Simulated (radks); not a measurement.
Dispersion coefficients C6 (hartree bohr^6) between ground-configuration atoms and ions, from the Casimir-Polder integral (3/pi) of alpha_A(iw) alpha_B(iw). All-electron calculation, scalar-relativistic Kohn-Sham, LDA (Slater exchange, Perdew-Wang correlation), spin-unpolarised, spherical densities, finite nucleus; Fermi nuclear charge, rms radius of each element as measured or else 0.836 A^(1/3) + 0.57 fm. Program: a radial shooting solver on a logarithmic mesh with Libxc functionals. Response by self-consistent Sternheimer equations with the Hartree and adiabatic LDA kernel, the relativistic mass of each level held fixed and spin-orbit coupling left out. For heavy and open-shell atoms this level of theory can miss by tens of per cent.

\begin{tabular}{lrrrrrrr}
C6 & Ag & Ag+ & Ag2+ & Ag3+ & Ag4+ & Ag5+ & Ag6+ \\ \hline
Ag & 351.8 &  &  &  &  &  &  \\
Ag+ & 137.4 & 64.57 &  &  &  &  &  \\
Ag2+ & 91.52 & 45.53 & 32.75 &  &  &  &  \\
Ag3+ & 65.84 & 34.01 & 24.81 & 19.00 &  &  &  \\
Ag4+ & 49.74 & 26.39 & 19.45 & 15.01 & 11.93 &  &  \\
Ag5+ & 38.89 & 21.03 & 15.63 & 12.14 & 9.697 & 7.910 &  \\
Ag6+ & 31.21 & 17.12 & 12.80 & 9.988 & 8.011 & 6.556 & 5.448 \\
\end{tabular}

Static polarisabilities (bohr^3): Ag ([Kr] 4d10 5s1) 44.44, Ag+ ([Kr] 4d10) 10.74, Ag2+ ([Kr] 4d9) 6.284, Ag3+ ([Kr] 4d8) 4.174, Ag4+ ([Kr] 4d7) 2.987, Ag5+ ([Kr] 4d6) 2.247, Ag6+ ([Kr] 4d5) 1.753. The combination rule 2 Ca Cb / ((alpha_b/alpha_a) Ca + (alpha_a/alpha_b) Cb) gives 81.89 for Ag-Ag2+, against 91.52 from the integral.
